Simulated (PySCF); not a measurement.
Compound: C₄H₄FN₃S.
Cartesian coordinates in Å at the GFN2-xTB level; atoms count from 1:
```
atom  x, y, z in Å
C1    -2.7511   -0.0059   -0.2692
N2    -1.3798   -0.3614   -0.0776
C3    -0.4536    0.3556   -0.5513
C4     0.9155   -0.0240   -0.3449
N5     1.9548    0.6289   -0.7876
C6     3.0578   -0.0166   -0.4057
F7     4.2376    0.4576   -0.7372
N8     2.9613   -1.1138    0.2961
S9     1.3945   -1.4460    0.5491
H10   -3.3652   -0.7514    0.2326
H11   -2.9684    0.9822    0.1450
H12   -3.0088    0.0190   -1.3314
H13   -0.5991    1.2762   -1.1285
```

Vertical excitations from PySCF (density fitting, frozen core in the response, grid level 2 and gas phase unless stated; continuum runs use non-equilibrium linear response for the excitations) on a GFN2-xTB geometry. Reference run:

```
                              settings    S1, eV (f)    S2, eV (f)    S3, eV (f)    S4, eV (f)    S5, eV (f)    S6, eV (f)  T1, eV (Tamm–Dancoff)  mean α (au)
PBE0/def2-SVPD, full TDDFT, 6 singlets  3.78 (0.000)  4.36 (0.161)  4.67 (0.001)  5.42 (0.002)  5.72 (0.215)  6.01 (0.000)                   2.86         90.2
```

**Question.** What do these settings give: (1) PW91/def2-SVPD, grid level 1, damping 0.2 at the start, DIIS from the seventh cycle, full TDDFT, 12 singlets; (2) PBE0/6-31G*, full TDDFT, 12 singlets?

**Answer.** 
```csv
settings,"S1, eV (f)","S2, eV (f)","S3, eV (f)","S4, eV (f)","S5, eV (f)","S6, eV (f)","T1, eV (Tamm–Dancoff)",mean α (au)
"PW91/def2-SVPD, grid level 1, damping 0.2 at the start, DIIS from the seventh cycle, full TDDFT, 12 singlets",3.29 (0.000),3.90 (0.001),3.93 (0.120),4.69 (0.001),5.13 (0.128),5.63 (0.160),–,95.0
"PBE0/6-31G*, full TDDFT, 12 singlets",3.84 (0.000),4.45 (0.166),4.67 (0.002),5.47 (0.002),5.83 (0.225),6.07 (0.000),2.89,76.5
```

(1) S1 moves by -0.49 eV (PW91 has no exact exchange, PBE0 25 % exact exchange). (2) S1 moves by +0.06 eV. States are counted by energy in each run and needn't keep their character from row to row.

All basis functions are spherical, in the Pople sets too.

**Question.** Give the leading configurations of S1 (H = HOMO, L = LUMO) and the HOMO–LUMO gap of each run.

**Answer.** 
| settings | S1 configurations (weight) | S1 (eV) | orbital gap (eV) | S1 − gap (eV) |
| --- | --- | --- | --- | --- |
| PBE0/def2-SVPD, full TDDFT, 6 singlets | H−1→L 0.98 | 3.78 | 5.02 | -1.24 |
| PW91/def2-SVPD, grid level 1, damping 0.2 at the start, DIIS from the seventh cycle, full TDDFT, 12 singlets | H→L 0.99 | 3.29 | 3.06 | +0.23 |
| PBE0/6-31G*, full TDDFT, 12 singlets | H−1→L 0.98 | 3.84 | 5.07 | -1.23 |

One conformer stands for the species.
